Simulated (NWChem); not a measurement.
System: ZrNH$_{2}$SCl; SMILES [NH2][Zr](=[S])[Cl]

Input file for NWChem:

```
start job
memory heap 200 mb stack 900 mb global 1100 mb
geometry units angstroms noautoz
  Zr    -0.176849     0.156298     0.216852
  S      1.412443     1.662399    -0.070124
  Cl     0.286501    -2.142591    -0.217802
  N     -1.908639     0.920109    -0.456220
  H     -2.749298     0.382737    -0.670480
  H     -2.042993     1.872958    -0.791052
end
basis spherical
  Zr library def2-svp
  S library def2-svp
  Cl library def2-svp
  N library def2-svp
  H library def2-svp
end
ecp
  Zr library def2-ecp
end
dft
  xc mn15
  grid xcoarse
  iterations 150
  mulliken
end
task dft gradient
```

Excerpt of the output:

```
             Northwest Computational Chemistry Package (NWChem) 7.3.0
             --------------------------------------------------------

 C1  symmetry detected

                             Geometry "geometry" -> ""
                             -------------------------

 Output coordinates in angstroms (scale by  1.889725989 to convert to a.u.)

  No.       Tag          Charge          X              Y              Z
 ---- ---------------- ---------- -------------- -------------- --------------
    1 Zr                  40.0000    -0.20564018     0.06894471     0.23418457
    2 S                   16.0000     1.11516541     1.79116931    -0.17319676
    3 Cl                  17.0000     0.58904129    -2.14463727    -0.16210337
    4 N                    7.0000    -2.06430216     0.53344510    -0.37008756
    5 H                    1.0000    -2.82013821    -0.13400297    -0.52695855
    6 H                    1.0000    -2.36048803     1.44222334    -0.72290582

 Effective nuclear repulsion energy (a.u.)     479.8295075033

                                 NWChem DFT Module
                                 -----------------

 Summary of "ao basis" -> "ao basis" (spherical)
 ------------------------------------------------------------------------------
       Tag                 Description            Shells   Functions and Types
 ---------------- ------------------------------  ------  ---------------------
 Zr                         def2-svp                11       31   5s3p2d1f
 S                          def2-svp                 8       18   4s3p1d
 Cl                         def2-svp                 8       18   4s3p1d
 N                          def2-svp                 6       14   3s2p1d
 H                          def2-svp                 3        5   2s1p

            General Information
            -------------------
          SCF calculation type: DFT
          Wavefunction type:  closed shell.
          No. of atoms     :     6
          No. of electrons :    54
           Alpha electrons :    27
            Beta electrons :    27
          Charge           :     0
          Spin multiplicity:     1
          Use of symmetry is: off; symmetry adaption is: off
          Maximum number of iterations: 150
          AO basis - number of functions:    91
                     number of shells:    39
          Convergence on energy requested:  1.00D-06
          Convergence on density requested:  1.00D-05
          Convergence on gradient requested:  5.00D-04

              XC Information
              --------------
                         MN15 Method XC Functional
                     Hartree-Fock (Exact) Exchange  0.440
                          MN15 Exchange Functional  1.000
                        MN15 Correlation Potential  1.000

             Grid Information
             ----------------
          Grid used for XC integration:  xcoarse
          Radial quadrature: Mura-Knowles
          Angular quadrature: Lebedev.
          Tag              B.-S. Rad. Rad. Pts. Rad. Cut. Ang. Pts.
          ---              ---------- --------- --------- ---------
          Zr                  1.55       84           8.0       194
          S                   1.00       42          11.0       194
          Cl                  1.00       42          11.0       194
          N                   0.65       21           9.0       194
          H                   0.35       21          10.0       194
          Grid pruning is: on
          Number of quadrature shells:   231
          Spatial weights used:  Erf1

      Superposition of Atomic Density Guess
      -------------------------------------

 Sum of atomic energies:        -965.41306193

      Non-variational initial energy
      ------------------------------

 Total energy =    -958.899757
 1-e energy   =   -1742.921816
 2-e energy   =     579.645790
 HOMO         =      -0.349690
 LUMO         =      -0.084255

     ---------------------------------------------
      Total Density - Mulliken Population Analysis
     ---------------------------------------------

    Atom       Charge   Shell Charges
 -----------   ------   -------------------------------------------------------
    1 Zr  12     9.82  -0.47  1.58  0.90  0.32  0.03  5.81  0.34  0.11  0.83  0.28  0.07
    2 S   16    17.13   2.00  1.99  1.25  0.66  5.94  2.05  3.22  0.02
    3 Cl  17    17.58   2.00  1.99  1.23  0.72  5.94  2.23  3.46  0.01
    4 N    7     7.99   1.99  1.06  0.49  2.67  1.77  0.00
    5 H    1     0.74   0.58  0.11  0.04
    6 H    1     0.74   0.58  0.11  0.04

   convergence    iter        energy       DeltaE   RMS-Dens  Diis-err
 ---------------- ----- ----------------- --------- --------- ---------
 d= 0,ls=0.0,diis     1   -960.5395151787 -1.16D+03  4.28D-02  1.80D+00
 d= 0,ls=0.0,diis     2   -957.3037912820  3.24D+00  3.32D-02  2.48D+01
 d= 0,ls=0.0,diis     3   -960.7916079174 -3.49D+00  4.79D-03  1.30D-01
 d= 0,ls=0.0,diis     4   -960.7864580161  5.15D-03  2.96D-03  1.49D-01
 d= 0,ls=0.0,diis     5   -960.8068051944 -2.03D-02  4.96D-04  1.34D-03
  Resetting Diis
 d= 0,ls=0.0,diis     6   -960.8069629391 -1.58D-04  2.06D-04  3.85D-04
 d= 0,ls=0.0,diis     7   -960.8070174095 -5.45D-05  1.16D-04  2.02D-05
 d= 0,ls=0.0,diis     8   -960.8070164504  9.59D-07  6.76D-05  3.75D-05
 d= 0,ls=0.0,diis     9   -960.8070220545 -5.60D-06  2.26D-05  4.08D-06
 d= 0,ls=0.0,diis    10   -960.8070227758 -7.21D-07  1.39D-05  2.42D-07
 d= 0,ls=0.0,diis    11   -960.8070229305 -1.55D-07  7.22D-06  4.35D-08

         Total DFT energy =     -960.807022930520
      One electron energy =    -1748.076162114397
           Coulomb energy =      650.010053175699
    Exchange-Corr. energy =      -67.117183752256
 Nuclear repulsion energy =      204.376269760434

 Numeric. integr. density =       54.001344577583

                       DFT Final Molecular Orbital Analysis
                       ------------------------------------

 Vector   25  Occ=2.000000D+00  E=-3.015370D-01
              MO Center=  8.8D-01,  1.4D+00, -1.2D-01, r^2= 2.7D+00
   Bfn.  Coefficient  Atom+Function         Bfn.  Coefficient  Atom+Function
  ----- ------------  ---------------      ----- ------------  ---------------
    43      0.400949  2 S  py                40      0.358525  2 S  py
    15     -0.308861  1 Zr d -2              42      0.241148  2 S  px
     4     -0.230942  1 Zr s                 39      0.214418  2 S  px
    37      0.201698  2 S  py                 2      0.198405  1 Zr s
    35      0.158262  2 S  s                  7      0.135159  1 Zr py

 Vector   26  Occ=2.000000D+00  E=-2.876086D-01
              MO Center=  8.1D-01,  1.4D+00, -8.2D-02, r^2= 2.3D+00
   Bfn.  Coefficient  Atom+Function         Bfn.  Coefficient  Atom+Function
  ----- ------------  ---------------      ----- ------------  ---------------
    44      0.487075  2 S  pz                41      0.393422  2 S  pz
    16      0.240642  1 Zr d -1              38      0.221908  2 S  pz
    18     -0.174851  1 Zr d  1               8     -0.119234  1 Zr pz
    17     -0.113486  1 Zr d  0              21      0.087198  1 Zr d -1
    15      0.082925  1 Zr d -2              11      0.081046  1 Zr pz

 Vector   27  Occ=2.000000D+00  E=-2.772869D-01
              MO Center=  8.5D-01,  1.4D+00, -1.1D-01, r^2= 2.6D+00
   Bfn.  Coefficient  Atom+Function         Bfn.  Coefficient  Atom+Function
  ----- ------------  ---------------      ----- ------------  ---------------
    42      0.441201  2 S  px                39      0.354925  2 S  px
    43     -0.258471  2 S  py                19      0.219919  1 Zr d  2
    40     -0.209528  2 S  py                36      0.199274  2 S  px
    60     -0.136701  3 Cl px                 7      0.125777  1 Zr py
    37     -0.117443  2 S  py                24      0.110748  1 Zr d  2

 Vector   28  Occ=0.000000D+00  E=-8.096452D-02
              MO Center= -2.8D-01,  1.1D-01,  7.4D-01, r^2= 3.2D+00
   Bfn.  Coefficient  Atom+Function         Bfn.  Coefficient  Atom+Function
  ----- ------------  ---------------      ----- ------------  ---------------
    17      0.610977  1 Zr d  0               4      0.441765  1 Zr s
     5      0.356211  1 Zr s                  2     -0.248588  1 Zr s
     3     -0.196648  1 Zr s                 22      0.187722  1 Zr d  0
    14      0.136464  1 Zr pz                 1     -0.122581  1 Zr s
    18      0.116613  1 Zr d  1               8     -0.102672  1 Zr pz

 Vector   29  Occ=0.000000D+00  E=-3.976943D-02
              MO Center= -2.1D-02, -9.5D-02,  3.4D-01, r^2= 3.1D+00
   Bfn.  Coefficient  Atom+Function         Bfn.  Coefficient  Atom+Function
  ----- ------------  ---------------      ----- ------------  ---------------
    16      0.765929  1 Zr d -1              21      0.267841  1 Zr d -1
    62      0.261249  3 Cl pz                44     -0.240172  2 S  pz
    18      0.156108  1 Zr d  1              14     -0.152228  1 Zr pz
    59      0.152821  3 Cl pz                42     -0.123542  2 S  px
    41     -0.120404  2 S  pz                 8      0.108177  1 Zr pz

[...]

                         DFT ENERGY GRADIENTS

    atom               coordinates                        gradient
                 x          y          z           x          y          z
   1 Zr     -0.388604   0.130287   0.442545   -0.002363  -0.002753   0.001999
   2 S       2.107357   3.384819  -0.327294    0.003929   0.004790  -0.001074
   3 Cl      1.113127  -4.052777  -0.306331    0.000934  -0.002457  -0.000290
   4 N      -3.900965   1.008065  -0.699364   -0.004296   0.001063  -0.001157
   5 H      -5.329288  -0.253229  -0.995807    0.001296   0.000877  -0.000017
   6 H      -4.460676   2.725407  -1.366094    0.000499  -0.001519   0.000539
```

Level: MN15/def2-SVP with def2 effective core potentials on Zr. All runs use the structure optimised with PBE0/def2-SVP. def2 effective core potentials on Zr; no spin-orbit coupling.
